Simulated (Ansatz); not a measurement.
System: trichloro(propan-2-yl)germane, C3H7Cl3Ge (charge 0, singlet). 
Coordinates optimised at B3LYP-D3(BJ)/def2-TZVP (Ansatz, a first-principles code):
```xyz
14

C     -2.5989     0.6668     0.2463
C     -1.7002    -0.3712    -0.4224
C     -2.0043    -1.8005     0.0214
Ge     0.1895     0.0530    -0.0799
Cl     0.6295    -0.0337     2.0342
Cl     1.5131    -1.3347    -1.0725
Cl     0.7009     2.0357    -0.7652
H     -2.3788     1.6791    -0.0934
H     -2.4916     0.6402     1.3321
H     -3.6442     0.4521     0.0107
H     -1.7847    -0.2925    -1.5096
H     -3.0425    -2.0447    -0.2169
H     -1.8760    -1.9144     1.0993
H     -1.3647    -2.5293    -0.4770
```

Wanted: vertical ionisation energy (to the doublet state of charge +1; each state is the SCF solution reached for its spin), in eV. Valence correlation only, unless marked. UHF or UKS for open shells. Spin-orbit coupling is left out. The frozen core is the preceding noble-gas configuration, with the filled d and f shells of earlier blocks. Non-relativistic. 

```csv
level,program,vertical ionisation energy (eV)
HF/def2-SVPD,Ansatz,10.36
HF/def2-TZVPPD,Ansatz,10.16
HF/def2-QZVPPD,Ansatz,10.15
SVWN5/def2-TZVPD,Ansatz,10.05
B3LYP/def2-TZVPD,Ansatz,10.30
PBE0/def2-TZVPD,Ansatz,10.34
CAM-B3LYP/def2-TZVPD,Ansatz,10.61
wB97X-V/def2-TZVPD,Ansatz,10.69
B2PLYP/def2-TZVPD,Ansatz,10.46
MP2/def2-SVPD,Ansatz,10.86
RI-MP2/def2-QZVPPD,Ansatz,10.92
SCS-MP2/def2-SVPD,Ansatz,10.86
CCSD/def2-SVPD,Ansatz,10.76
CCSD(T)/def2-SVPD,Ansatz,10.69
```
